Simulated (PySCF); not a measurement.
Fill in the blanks.

Si(NH2)4.
Geometry (PBE0-D3(BJ)/def2-SVP, Å), atoms numbered from 1 in this order:
```
atom  x, y, z in Å
Si1    0.004   -0.004    0.001
N2     0.186    0.180    1.713
H3     0.829   -0.431    2.204
H4    -0.638    0.364    2.275
N5     1.642   -0.143   -0.542
H6     2.337    0.495   -0.174
H7     1.817   -0.345   -1.520
N8    -1.050    1.307   -0.411
H9    -0.874    2.221   -0.011
H10   -1.387    1.385   -1.363
N11   -0.764   -1.359   -0.754
H12   -0.304   -2.261   -0.733
H13   -1.768   -1.462   -0.663
```

```tsv
property	level	value
point group	PBE0-D3(BJ)/def2-SVP	D2d
rotational constants A, B, C	PBE0-D3(BJ)/def2-SVP	?
dipole moment	wB97X-D/def2-SVPD	?
HOMO energy	wB97X-D/def2-SVPD	-8.77 eV
LUMO energy	wB97X-D/def2-SVPD	?
lowest singlet excitation	TDDFT wB97X-D/def2-SVPD	6.47 eV (192 nm, f = 0.100 summed over 2 states within 0.01 eV)
lowest triplet excitation (Tamm–Dancoff)	TDA wB97X-D/def2-SVPD	?
static isotropic polarisability	wB97X-D/def2-SVPD	59.0 au
electronic spatial extent ⟨r²⟩ about the centre of nuclear charge	wB97X-D/def2-SVPD	543 bohr²
1H chemical shifts (computed TMS as zero) by class	GIAO KT2/pcSseg-1	0.14 (H3/H4/H6/H7/H9/H10/H12/H13) ppm
isotropic shieldings of nuclei other than C and H, by class	GIAO KT2/pcSseg-1	?
core binding energies	ΔSCF SCAN, pcX-2 on the ionised atom, pcseg-1 elsewhere, spin-free X2C, 2p3/2 from a spin–orbit splitting computed afterwards within the 2p shell	Si2p3/2 106.7 (Si1), N1s 404.1 (N2/N5/N8/N11), Si1s 1846.9 (Si1) eV
```

Electronic properties: PySCF, gas phase, density fitting.

(1) The dipole moment?

(2) Give the lowest triplet excitation (Tamm–Dancoff).

(3) What are the isotropic shieldings of nuclei other than C and H, by class?

(4) What are the rotational constants A, B, C?

(5) The LUMO energy?

Results:

(1) 0.00 D by symmetry (numerical residue 0.02 D).

(2) 6.30 eV.

(3) 237 (N2/N5/N8/N11), 400 (Si1) ppm.

(4) 3.822, 3.819, 3.091 GHz.

(5) 1.96 eV.

The rotational constants are those of an oblate symmetric top; the small spread among constants that symmetry makes equal is optimisation noise. The vertical singlet–triplet gap S1 − T1 is 0.17 eV (TDDFT singlet less Tamm–Dancoff triplet). The polarisability is 8.74 Å³ as a volume (1 au = 0.148185 Å³), or 1.18 au for each of the 50 electrons. Point group D2d forbids a permanent dipole, so the rigid molecule has no electric-dipole pure rotational spectrum. With B = h/(8π²I), that is 505.379 GHz u Å² over I, the principal moments of inertia are 132.2, 132.3 and 163.5 u Å² (most abundant isotopes); the inertial defect Ic − Ia − Ib is -101.0 u Å² (zero for a rigid planar frame, negative otherwise). The principal polarisabilities are 56.1, 60.4 and 60.4 au; their mean is the isotropic value.

For the NMR shielding job (KT2/pcSseg-1), the run took 34 s of wall time on one thread of an Intel Xeon at 2.50 GHz, shared host with 64 logical CPUs at a one-minute load of 59, and the process peaked at 0.79 GiB of memory.
